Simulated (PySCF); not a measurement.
## Peak assignment

Geometry:
```csv
atom,x (Å),y (Å),z (Å)
B1,1.818,2.178,0.643
C2,1.730,0.813,0.009
C3,2.794,0.045,-0.501
C4,2.285,-1.159,-1.000
C5,0.908,-1.117,-0.791
N6,0.581,0.048,-0.195
C7,-0.777,0.442,0.168
C8,-1.367,-0.515,1.195
C9,-1.650,0.593,-1.070
H10,0.853,2.778,1.061
H11,2.908,2.694,0.739
H12,3.834,0.367,-0.492
H13,2.833,-1.979,-1.461
H14,0.150,-1.859,-1.038
H15,-0.665,1.429,0.638
H16,-2.351,-0.154,1.529
H17,-0.712,-0.596,2.075
H18,-1.505,-1.523,0.775
H19,-1.191,1.287,-1.788
H20,-1.804,-0.373,-1.575
H21,-2.640,0.987,-0.792
```

PySCF 2.14.0 with density-fitted response routines calculation with NMR shieldings at CAM-B3LYP/pcSseg-1/GIAO and structure optimised with PBE0-D3(BJ)/def2-SVP; non-relativistic, one computed conformer, averaged over atoms made equivalent by symmetry, fast rotation or ring inversion, isolated molecule.

Scale: ¹³C (182.45 ppm), ¹H (31.33 ppm) vs TMS (reference shieldings calculated alike).

Question: Assign these signals to the numbered atoms. ¹³C{¹H} NMR (computed): δ 150.9 (C), 145.5 (CH), 136.8 (CH), 118.9 (CH), 47.9 (CH), 25.9 (CH3).

Answer: 
150.9 → C2, substituted aromatic carbon next to a ring nitrogen
145.5 → C3, aromatic CH
136.8 → C5, aromatic CH next to a ring nitrogen
118.9 → C4, aromatic CH
47.9 → C7, sp3 CH bonded to N: pulled downfield by the heteroatom
25.9 → C8/C9, methyl carbon: saturated and bonded to C and H only

Question: Assign these signals to the numbered atoms. ¹H NMR (400 MHz, computed): δ 7.25 (m, 1H), 7.16 (m, 1H), 6.53 (m, 1H), 6.28 (br, 2H), 4.93 (sept, 1H), 1.36 (d, 6H).

Answer: 
| δ (ppm) | atoms | environment | reason |
| --- | --- | --- | --- |
| 7.25 | H12 | hydrogen on an aromatic CH | ring-current deshielding |
| 7.16 | H14 | hydrogen on an aromatic CH next to a ring nitrogen | it sits in the deshielding region of the aromatic ring current |
| 6.53 | H13 | hydrogen on an aromatic CH | aromatic region |
| 6.28 | H10/H11 | hydrogen on a boron bonded to C | – |
| 4.93 | H15 | hydrogen on an sp3 CH bonded to N | its carbon carries N, hence the downfield position |
| 1.36 | H16/H17/H18/H19/H20/H21 | hydrogen on a methyl carbon | – |

H12 and H14 lie closer than the usual error of such a calculation, so a measured spectrum could show them in the other order.

Hydrogens on boron are broadened and split by ¹¹B (spin 3/2, 80 %) and 10B (spin 3). A carbon bonded to boron is broadened by the quadrupolar boron nucleus and is often missing from a measured spectrum. Shifts are as computed, not scaled to solution data. Of 1309 compounds with measured shifts, 239 miss one by over three times the rms of a fit or turn the order of signals round; such compounds aren't used in these exercises. Multiplicities follow the n + 1 count of equivalent neighbours, as no J values were calculated; m marks all less simple cases, F and P coupling included.
